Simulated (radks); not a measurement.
Spherical quantum dot in the effective-mass picture: electrons in a well V = -V0 / (1 + exp((r - R)/a)) with V0 = 6, R = 7.16, a = 0.25, all in effective atomic units (hartree* = m*/eps^2 hartree, bohr* = eps/m* bohr), one dielectric constant everywhere. Method: non-relativistic Kohn-Sham, PBE, spin-polarised, spherical densities; computed with a radial shooting solver with Libxc functionals. Levels are named by radial order and angular momentum (1s, 1p, 1d, 2s, ...), and open shells are averaged over m.

N = 9, configuration 1s2 1p6 1d(up 1, down 0). This is the lowest configuration that the search found. Occupied and some empty levels:

level,occupation,eigenvalue (hartree*),<r> (bohr*)
1s up,1,-4.3614,4.709
1s down,1,-4.3524,4.680
1p up,3,-4.3077,4.894
1p down,3,-4.2978,4.875
1d up,1,-4.2150,5.064
1d down,0,-4.2043,5.052
1f up,0,-4.0890,5.212
1f down,0,-4.0775,5.204
2s up,0,-3.9886,3.317
2s down,0,-3.9858,3.323
2p up,0,-3.8292,3.831
2p down,0,-3.8252,3.830

Energy (hartree*): total -45.8627, kinetic 1.7659, external -53.542, Hartree 7.6204, exchange-correlation -1.7066.
